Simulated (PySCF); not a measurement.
**IrH₅⁻, doublet: computed properties**

Level of theory: UPBE0/[Ir def2-TZVPD with ECP60, H def2-TZVPD], scalar-relativistic core potentials, density fitting, no spin–orbit coupling, PySCF.

The structure is a saddle point with 1 imaginary mode.

```json
{"Point group": "Cs", "Bond lengths": "H–H 1.005 Å, Ir–H 1.626 Å (×2), Ir–H 1.653 Å (×2), Ir–H 1.665 Å", "Bond angles": "H–H–Ir 71.7°, H–H–Ir 73.0°, H–Ir–H 35.2°, H–Ir–H 83.2° (×2), H–Ir–H 89.7° (×2), H–Ir–H 96.5° (×2), H–Ir–H 135.2°, H–Ir–H 161.2°, H–Ir–H 163.6°", "Principal quadrupole moments (Buckingham, traceless) about the centre of mass": "-4.12, 0.28, 3.84 D Å", "Spin squared ⟨S²⟩": "0.758", "Zero-point energy (real modes)": "85.4 kJ/mol", "Lowest empty level (β)": "2.90 eV", "Principal polarisabilities": "68.0, 73.0, 81.9 bohr³", "Rotational constants": "2.891, 1.862, 1.366 cm⁻¹", "Dipole moment about the centre of mass": "1.73 D", "Highest occupied level (α)": "0.00 eV"}
```

Harmonic modes (masses in u: Ir 192.963, H 1.008):
```json
{"symmetry": "a''", "ω (cm⁻¹)": "249i", "IR (km/mol)": "–", "μ (u)": "1.01"}
{"symmetry": "a'", "ω (cm⁻¹)": "539", "IR (km/mol)": "17.0", "μ (u)": "1.01"}
{"symmetry": "a'", "ω (cm⁻¹)": "643", "IR (km/mol)": "10.2", "μ (u)": "1.03"}
{"symmetry": "a'", "ω (cm⁻¹)": "670", "IR (km/mol)": "12.2", "μ (u)": "1.01"}
{"symmetry": "a'", "ω (cm⁻¹)": "737", "IR (km/mol)": "21.8", "μ (u)": "1.02"}
{"symmetry": "a''", "ω (cm⁻¹)": "747", "IR (km/mol)": "48.5", "μ (u)": "1.02"}
{"symmetry": "a''", "ω (cm⁻¹)": "752", "IR (km/mol)": "1.4", "μ (u)": "1.01"}
{"symmetry": "a''", "ω (cm⁻¹)": "1825", "IR (km/mol)": "453", "μ (u)": "1.02"}
{"symmetry": "a'", "ω (cm⁻¹)": "1995", "IR (km/mol)": "468", "μ (u)": "1.01"}
{"symmetry": "a'", "ω (cm⁻¹)": "2054", "IR (km/mol)": "82.6", "μ (u)": "1.01"}
{"symmetry": "a'", "ω (cm⁻¹)": "2087", "IR (km/mol)": "1.2", "μ (u)": "1.01"}
{"symmetry": "a'", "ω (cm⁻¹)": "2234", "IR (km/mol)": "96.1", "μ (u)": "1.01"}
```

Charges (e); Mulliken and Löwdin values are unreliable with diffuse functions:
```tsv
atom	Mulliken	Löwdin	polar tensor	spin (Mulliken)	Mayer order to Ir1
Ir1	-0.40	-0.03	-0.41	0.76	–
H2	-0.08	-0.14	0.06	-0.02	0.60
H3	-0.11	-0.26	-0.20	0.02	0.79
H4	0.02	-0.14	-0.01	0.03	0.58
H5,6	-0.21	-0.21	-0.22	0.11	0.96
```
Other Mayer orders above 0.3: H–H 0.55.

Mulliken populations on Ir1 (electrons outside its core potential): s 3.18, p 6.44, d 7.76, f 0.02.

Outer orbital energies (eV). α occupied: -8.66, -5.33, -3.79, -2.93, -2.38, -1.89, -1.10, 0.00; empty: 3.12, 3.79, 3.89, 4.85. β occupied: -8.63, -4.85, -3.09, -2.90, -2.15, -1.58, -0.88; empty: 2.90, 3.33, 3.91, 4.42.

The highest occupied level lies above zero, a sign of self-interaction error or too small a basis; response properties are unreliable. Other isomers or separated fragments may lie lower. Other spin states or occupations of the open shell can lie lower. The lowest empty level of this anion is unbound, so it and the gap depend on the basis. With an element this heavy the missing spin–orbit coupling can shift these numbers.

The final relaxation and frequency run took 2.9 min on 2 threads of a shared Arm Neoverse N1 host, with 88 basis functions and 25 gradients; the process peaked at 1.3 GiB. Launch command: `OMP_NUM_THREADS=2 python axn.py task.json out`.
